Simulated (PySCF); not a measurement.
**Assigning NMR signals**

Cartesian coordinates in Å; atom numbers follow the order of the lines, from 1:
```xyz
25

C     2.3908    0.0391   -0.3747
C     1.5272   -1.2097   -0.5187
C     0.5233   -1.3008    0.6269
C    -0.3607   -0.0515    0.7312
C    -1.3687    0.0217   -0.3966
C    -2.6527   -0.7439   -0.2876
C    -2.6606    0.7510   -0.1834
C     0.5108    1.2089    0.8021
C     1.5154    1.2876   -0.3438
H     2.9644   -0.0234    0.5536
H     3.1010    0.1007   -1.2023
H     2.1600   -2.1004   -0.5178
H     0.9993   -1.1810   -1.4737
H     1.0716   -1.4201    1.5651
H    -0.1104   -2.1807    0.4949
H    -0.9281   -0.1195    1.6676
H    -0.9357    0.0931   -1.3853
H    -3.0641   -1.2000   -1.1752
H    -2.8282   -1.3151    0.6117
H    -3.0773    1.3212   -0.9998
H    -2.8420    1.1896    0.7863
H    -0.1310    2.0927    0.7929
H     1.0580    1.2024    1.7484
H     0.9870    1.3869   -1.2937
H     2.1397    2.1755   -0.2187
```

How the numbers were obtained: geometry: GFN2-xTB, shielding tensors at PBE0/pcSseg-1 (GIAO), in PySCF 2.14 (one computed conformer, gas phase, rapidly exchanging positions averaged, non-relativistic).

Shifts are taken against calculated references (same method and geometry level): 13C (σref 186.93), 1H (σref 31.72) vs TMS.

**Question.** Assign these signals to the numbered atoms. 13C{1H} NMR (computed): δ 43.5, 34.3, 30.8, 25.5, 14.8, 6.6.

**Answer.** 
```tsv
δ (ppm)	atoms	environment	reason
43.5	C4	sp3 CH in a ring	a saturated carbon with 3 carbon neighbours and no heteroatom attached
34.3	C3/C8	sp3 CH2 in a ring	aliphatic region, no heteroatom directly attached
30.8	C1	sp3 CH2 in a ring	–
25.5	C2/C9	sp3 CH2 in a ring	–
14.8	C5	three-membered-ring carbon	carbons of three-membered rings are unusually shielded
6.6	C6/C7	three-membered-ring carbon	–
```

**Question.** Assign these signals to the numbered atoms. 1H NMR (500 MHz, computed): δ 1.82 (m, 2H), 1.81 (m, 1H), 1.59 (m, 2H), 1.58 (m, 2H), 1.46 (m, 2H), 1.21 (m, 1H), 1.09 (m, 1H), 0.50 (m, 1H), 0.49 (m, 2H), 0.05 (m, 2H).

**Answer.** 
| δ (ppm) | atoms | environment | reason |
| --- | --- | --- | --- |
| 1.82 | H15/H22 | hydrogen on an sp3 CH2 in a ring | far from electronegative atoms and π systems |
| 1.81 | H11 | hydrogen on an sp3 CH2 in a ring | – |
| 1.59 | H13/H24 | hydrogen on an sp3 CH2 in a ring | – |
| 1.58 | H12/H25 | hydrogen on an sp3 CH2 in a ring | – |
| 1.46 | H14/H23 | hydrogen on an sp3 CH2 in a ring | – |
| 1.21 | H10 | hydrogen on an sp3 CH2 in a ring | – |
| 1.09 | H17 | hydrogen on a three-membered-ring carbon | cyclopropane-type protons are shielded by the ring |
| 0.50 | H16 | hydrogen on an sp3 CH in a ring | far from electronegative atoms and π systems |
| 0.49 | H18/H20 | hydrogen on a three-membered-ring carbon | cyclopropane-type protons are shielded by the ring |
| 0.05 | H19/H21 | hydrogen on a three-membered-ring carbon | – |

H15/H22 and H11; H13/H24 and H12/H25; H12/H25 and H14/H23; H10 and H17; H16 and H18/H20 lie closer than the usual error of such a calculation, so a measured spectrum could show them in the other order.

Shifts are as computed. Against solution values, carbons near 30 ppm lie about +3 ppm off and those near 130 ppm about +5 ppm. Of 1211 compounds with measured shifts, 218 miss one by over three times the rms of a fit or turn the order of signals round; such compounds aren't used in these exercises. No couplings were computed; multiplicities are counted from neighbouring protons, with m where these are inequivalent, close in shift, in a saturated or five-membered ring or joined by F or P, and br s for small geminal =CH2 splittings.
